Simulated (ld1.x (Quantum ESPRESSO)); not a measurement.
**What one change does to a pseudopotential (sulfur, TM)**

- Element: sulfur (S)
- Generator: ld1.x (Quantum ESPRESSO) 7.5
- Type: norm-conserving Troullier–Martins (Kleinman–Bylander form)
- Functional: LDA (PZ)
- Relativity: scalar-relativistic
- Frozen core: [Ne]
- Valence charge: 6
- Reference configuration: 3s2 3p4
- Partial waves: 3s (bound): rc 1.45 bohr; 3p (bound): rc 1.75 bohr
- Local potential: all-electron potential smoothed inside 1.30 bohr (lloc = -2)
- Core correction: a·sin(br)/r model core inside 1.45 bohr

All-electron outer shells of the reference configuration (LDA (PZ), scalar-relativistic, ld1.x):

```tsv
shell	level (eV)	outermost node (bohr)	outermost maximum (bohr)
2s	-210.79	0.13	0.39
2p	-156.52	–	0.33
3s	-17.28	0.60	1.40
3p	-7.11	0.58	1.59
```

Change: fully relativistic.

Cutoffs: the cutoffs (Ry, on a coarse ladder) from which the occupation-weighted sum of valence levels, in a spherical-Bessel basis at the reference potential, stays within 10 and 1 mRy of its value at 400 Ry; they do not see the model core or the augmentation charge, which bear on the density cutoff. Errors are all-electron minus pseudo energies relative to the spin-unpolarised reference configuration.

Q: What does the change do?

A: The potential gets neither clearly harder nor softer (35 Ry and 60 Ry → 35 Ry and 60 Ry); the number of tests with a reliable result goes from 9 to 7; of the 7 tests that both files solve, the error grows in 2 and shrinks in 0 by more than 15 % and 0.3 meV (median size 4.4 → 5.3 meV); neither file shows a bound ghost.

| quantity | base | changed |
| --- | --- | --- |
| cutoff, loose | 35 Ry | 35 Ry |
| cutoff, tight | 60 Ry | 60 Ry |
| bound ghosts | none | none |
| error for 3s2 3p3, meV [ΔE 11.86 eV] | +4.4 | +5.3 |
| error for 3s2 3p2, meV [ΔE 34.24 eV] | +34 | +37 |
| error for 3s2 3p1, meV [ΔE 68.39 eV] | +127 | +132 |
| error for 3s2 3p3.5, meV [ΔE 4.71 eV] | +0.6 | +1.0 |
| error for 3s0 3p6, meV [ΔE 20.61 eV] | +7.1 | +7.4 |
| error for 3s2 3p4.3, meV [ΔE -1.74 eV] | +0.4 | +0.2 |
| error for 3s1 3p5, meV [ΔE 10.24 eV] | +1.6 | +1.8 |
| s: phases at 1.91 bohr within 0.05 rad from the reference energy up to (Ry; the scan ends near 5) | 3.0 | 3.0 |
